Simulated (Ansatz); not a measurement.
Ansatz (a program for electronic structure) input (wB97X-V/def2-TZVPD):

Ansatz 0.2 input:
```yaml
crystal:
  periodic: [false, false, false]
  atoms:
    - {symbol: C, position_ang: [-0.94041224, 0.77188622, -0.06851617]}
    - {symbol: C, position_ang: [0.37398335, 1.12530834, -0.18279948]}
    - {symbol: C, position_ang: [1.19519894, -0.09631898, -0.04266385]}
    - {symbol: C, position_ang: [0.35528975, -1.15557957, 0.15258777]}
    - {symbol: C, position_ang: [-0.98348464, -0.64491885, 0.14130909]}
    - {symbol: H, position_ang: [-1.79580188, 1.42540909, -0.12371382]}
    - {symbol: H, position_ang: [0.76672119, 2.11736370, -0.34694811]}
    - {symbol: H, position_ang: [2.27333472, -0.12385076, -0.08985335]}
    - {symbol: H, position_ang: [0.63312916, -2.18783030, 0.29076902]}
    - {symbol: H, position_ang: [-1.88083415, -1.23335468, 0.27024210]}
basis:
  gaussian:
    orbitals: def2-TZVPD
hamiltonian:
  xc: {name: wB97X-V}
magnetization: {spin_polarized: true, initial_magnetization: 1}
output: {forces: true}
```

End of the output:

```
integrals: 0.17 GiB planned
1125 factors; their error is unknown
integrals: 0.20 GiB planned
407 factors; integrals over basis functions are off by at most 6.0e-6 eV
mean field: 2.25 GiB planned
mean field evaluation 1: about -5260.5217 eV, gradient 3.0e1 eV
mean field evaluation 2: about -5262.6433 eV, gradient 2.1e1 eV
mean field evaluation 4: about -5264.6943 eV, gradient 5.1e-1 eV
mean field evaluation 8: about -5264.6848 eV, gradient 4.9e-1 eV
mean field evaluation 16: about -5264.6858 eV, gradient 7.6e-3 eV
mean field -5264.68584153 eV, -193.4736361441 hartree, gradient 1.8e-5 eV, S^2 0.773839; 1 other end points of the search recorded, 0 dependent functions left out
the calculation of the forces begins
reference -5264.68583965 eV, -193.4736360751 hartree; 18, 17 occupied and 212, 213 virtual orbitals, 1125 factors
Total energy: -5264.68583965 eV, -193.4736360751 hartree
Atom 0 at    -0.940412     0.771886    -0.068516 Å, force     0.166185    -0.026140    -0.004063 eV/Å
Atom 1 at     0.373983     1.125308    -0.182799 Å, force    -0.146156    -0.138506     0.027257 eV/Å
Atom 2 at     1.195199    -0.096319    -0.042664 Å, force    -0.185967    -0.079283     0.020463 eV/Å
Atom 3 at     0.355290    -1.155580     0.152588 Å, force     0.040105     0.161415    -0.025577 eV/Å
Atom 4 at    -0.983485    -0.644919     0.141309 Å, force     0.123419     0.080932    -0.017733 eV/Å
Atom 5 at    -1.795802     1.425409    -0.123714 Å, force    -0.096599     0.078542    -0.006929 eV/Å
Atom 6 at     0.766721     2.117364    -0.346948 Å, force     0.038982     0.115139    -0.018738 eV/Å
Atom 7 at     2.273335    -0.123851    -0.089853 Å, force     0.122569    -0.009203    -0.004474 eV/Å
Atom 8 at     0.633129    -2.187830     0.290769 Å, force     0.035799    -0.118411     0.015664 eV/Å
Atom 9 at    -1.880834    -1.233355     0.270242 Å, force    -0.098337    -0.064484     0.014129 eV/Å
Dipole moment:    -0.010245    -0.006718     0.001472 e Å
```

It need not be the lowest isomer of its formula.
